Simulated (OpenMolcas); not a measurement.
**V2+: effect of the active space**

```yaml
Program: OpenMolcas
Method: CASSCF or its RAS form
Basis: ANO-RCC-VTZP
Scalar_Hamiltonian: DKH2, point nucleus
Spin-orbit_coupling: RASSI with atomic mean-field integrals over the reference wave functions, term energies averaged over their components
```

A. 3 electrons in 5 orbitals (3d); 2S+1 = 4 even, 10 roots; 2S+1 = 2 even, 40 roots; cost roughly 11 core-seconds
B. 3 electrons in 6 orbitals (3d 4s); 2S+1 = 4 even, 20 roots; 2S+1 = 2 even, 64 roots; cost of the order of 30 core-seconds
C. 9 electrons in 8 orbitals (RAS1 3p, at most 2 holes; RAS2 3d); 2S+1 = 4 even, 10 roots; 2S+1 = 2 even, 40 roots; cost roughly 30 core-seconds
D. 3 electrons in 9 orbitals (RAS2 3d 4s; RAS3 4p, at most 2 electrons); 2S+1 = 4 even, 20 roots; 2S+1 = 2 even, 65 roots kept (CI in the orbitals of an earlier block); 2S+1 = 4 odd, 30 roots; 2S+1 = 2 odd, 72 roots kept (CI in the orbitals of an earlier block); cost about 90 core-seconds
E. 3 electrons in 10 orbitals (3d 4d); 2S+1 = 4 even, 10 roots; 2S+1 = 2 even, 40 roots; cost about 26 core-seconds

Energies in cm⁻¹ above 3d³ ⁴F_3/2, the measured ground level; measured values from Sugar and Corliss, J. Phys. Chem. Ref. Data 7, 1191 (1978).

```tsv
Level	A	B	C	D	E	Measured
3d³ ⁴F_3/2	0.0	0.0	0.0	0.0	0.0	0.0
3d³ ⁴F_5/2	153	161	164	161	155	146
3d³ ⁴F_7/2	365	383	388	383	368	342
3d³ ⁴F_9/2	631	662	671	663	637	584
3d³ ⁴P_1/2	14866	15317	13980	15211	14340	11514
3d³ ⁴P_3/2	14940	15388	14055	15288	14418	11592
3d³ ²G_7/2	15007	14103	15176	15420	14310	11966
3d³ ⁴P_5/2	15112	15578	14247	15468	14599	11770
3d³ ²G_9/2	15232	14338	15420	15662	14544	12187
3d³ ²P_1/2	19826	18964	17899	20217	19060	15580
3d³ ²H_9/2	19845	19093	21268	20640	18949	16811
3d³ ²P_3/2	19932	19082	17993	20326	19146	15550
3d³ ²H_11/2	20021	19275	21458	20829	19139	16978
3d³ ²D_3/2(1)	21536	20767	19398	21956	20494	16330
3d³ ²D_5/2(1)	21717	20958	19603	22150	20673	16375
3d³ ²F_7/2	34273	33845	33848	35535	32962	27728
3d³ ²F_5/2	34371	33944	33952	35638	33059	27847
3d³ ²D_5/2(2)	53498	53556	50066	55180	50657	42267
3d³ ²D_3/2(2)	53615	53679	50208	55313	50757	42371
```

Deviations, from unrounded energies. A percentage is the sum of absolute deviations over the sum of measured energies, with the sign that they share, or ± where signs differ.

```csv
Against measurement,Levels,A,B,C,D,E
mean absolute deviation (cm-1),18,4300,4000,3400,4900,3400
fine structure of the ground term (%),3,+7.3,+12.6,+14.2,+12.7,+8.3
other terms of the ground configuration (%),15,+25.9,+23.9,+20.8,+29.6,+20.3
```

C, E lie about equally close to measurement and D furthest from it. The largest miss of E in the table is 3d³ ²D_5/2(2), by +8400 cm-1. The ranking rests on the paired levels alone, and a cruder setting can come out closer through cancelling errors.

Among A to E the level of the table that moves most is 3d³ ²D_5/2(2), by 5100 cm-1 (lowest in C, highest in D).

Without dynamic correlation excited terms often stand tens of per cent too high (terms of higher spin than the ground term too low), and those without a measured partner can miss by more than the paired ones. Some levels mix across a computed gap that differs much from the measured one, so their mixing is not that of the real levels. Active for correlation alone: 3p; no level in the range computed is led by a configuration that opens it, so any true level of that kind is missing (holds for C). Terms from blocks run as CI alone lack orbitals of their own (holds for D). Active for correlation alone: 4d; no level in the range computed is led by a configuration that fills it, so any true level of that kind is missing (holds for E). Computed and measured levels are paired by configuration, term and J; levels that our copy of the source lacks, or whose pairing is in doubt (as where it misses far off the trend of its configuration), stay unpaired and out of the deviations. Only configurations of the active space appear. The table leaves out levels that lie high or whose names do not pair safely across all columns.

A number in round brackets counts repeated terms of one configuration in the order of the reference energies.
